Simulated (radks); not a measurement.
The numbers below are computed, except where a source is named.
Orbital eigenvalues (eV) of the neodymium ion Nd+, [Xe] 4f4 6s1, at several levels of relativity; Dirac values are averaged over j with weights 2j + 1. Spin-unpolarised spherical Kohn-Sham, BLYP, point nucleus unless stated (finite: rms radius 4.9123 fm), a radial shooting solver on a logarithmic mesh with Libxc functionals. A level marked "c x" has the speed of light scaled by that factor and shares open shells by 2j + 1; other Dirac levels either fill j = l - 1/2 first or share by 2j + 1.

| shell | non-rel. | scalar-rel. | Dirac, 2j+1 shares, finite nucleus | Dirac, c x 1.25 | change of magnitude, last against first (%) |
|---|---|---|---|---|---|
| 2s | -6449.8 | -7026.9 | -7016.5 | -6797.4 | +5.39 |
| 2p | -6113.7 | -6282.4 | -6292.3 | -6224.0 | +1.80 |
| 3s | -1399.1 | -1528.7 | -1526.5 | -1477.2 | +5.59 |
| 3p | -1252.2 | -1294.0 | -1296.0 | -1279.3 | +2.16 |
| 3d | -978.60 | -968.29 | -966.77 | -971.22 | -0.75 |
| 4s | -278.36 | -308.41 | -307.96 | -296.45 | +6.50 |
| 4p | -222.75 | -231.53 | -232.07 | -228.47 | +2.57 |
| 4d | -124.71 | -122.32 | -122.13 | -123.06 | -1.33 |
| 5s | -41.804 | -46.232 | -46.164 | -44.424 | +6.27 |
| 5p | -27.177 | -27.820 | -27.910 | -27.595 | +1.54 |
| 4f | -10.244 | -7.4659 | -7.4588 | -8.4160 | -17.84 |
| 6s | -7.7846 | -8.2227 | -8.2191 | -8.0427 | +3.31 |
